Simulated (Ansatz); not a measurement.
Mulliken charges of CH3AlClFSSi, SMILES `F[SiH]1C[S][Al]1[Cl]` from ωB97M-V/def2-TZVPP in Ansatz (PBE0-D4/def2-TZVP geometry).

```
atom   x (Å)   y (Å)   z (Å)  charge (e)
  F1   0.992  -1.744  -1.445      -0.308
 Si2   0.848  -0.406  -0.572       0.404
  C3  -0.124  -0.662   1.042      -0.309
  S4  -1.120   0.875   1.239      -0.157
 Al5  -0.781   1.331  -0.877       0.320
 Cl6  -1.687   2.795  -2.054      -0.197
  H7   2.231   0.048  -0.260      -0.041
  H8   0.524  -0.763   1.915       0.140
  H9  -0.793  -1.521   0.995       0.149
```

Task: By hand: the dipole of these point charges (1 e Å = 4.8032 D).

Result: Σ q r = (0.197, -0.020, 0.248) e Å, of length 0.317 e Å = 1.52 D.

Task: How does the dipole of the full density compare? (Estimate.)

Result: Ansatz gave: (0.128, -0.090, 0.053) e Å, 0.79 D; the point charges give 1.92 times that, at 40° from its direction.

Point charges leave out the atoms' own dipoles, such as those of lone pairs, and Mulliken's split depends on the basis, so the two needn't agree.
